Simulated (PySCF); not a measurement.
C2H8AlFSi, SMILES [CH3][Al]([CH3])[SiH2]F. Atoms are numbered in the order given.

```xyz
13

Si     1.4677     0.5992    -0.1572
F      2.3411    -0.7171     0.3110
Al    -0.9034    -0.0027    -0.0167
C     -2.2561     1.4033    -0.2006
C     -1.3617    -1.8866     0.2473
H      1.9279     0.9647    -1.5358
H      1.8800     1.7368     0.7258
H     -2.0857     2.0154    -1.1039
H     -3.2862     1.0135    -0.2459
H     -2.2052     2.1030     0.6538
H     -2.1972    -2.0207     0.9556
H     -0.5066    -2.4859     0.5994
H     -1.6932    -2.3274    -0.7115
```
Charge 0, spin multiplicity 1.

Geometry: ωB97X-D3(BJ)/def2-SVP. The structure was generated by enumeration; whether it is a known compound was not checked. One conformer was computed; it need not be the lowest.

Level of theory: C-PCM-ωB97X/def2-SVP run with PySCF 2.14.0.

The values are the electrostatic part of the solvation free energy, E(continuum) − E(gas) at the gas-phase geometry, in a cavity of scaled van der Waals radii (PySCF's table); cavitation and dispersion terms are not included. A continuum can't describe solvent molecules that bind to the metal. In vacuum the orbital gap is 9.87 eV. The dipole moment in vacuum is 2.41 D.

### Question
Estimate the values in water (ε = 78.36), N,N-dimethylformamide (ε = 37.22), tetrahydrofuran (ε = 7.43). (The exact figures need the calculation; the answer reports its results.)

### Answer

```
solvent                    ε  ΔG(elec) (kcal/mol)  dipole (D)  gap (eV)
---------------------  -----  -------------------  ----------  --------
water                  78.36                 -5.4        2.91     10.28
N,N-dimethylformamide  37.22                 -5.3        2.90     10.27
tetrahydrofuran         7.43                 -4.6        2.83     10.22
```
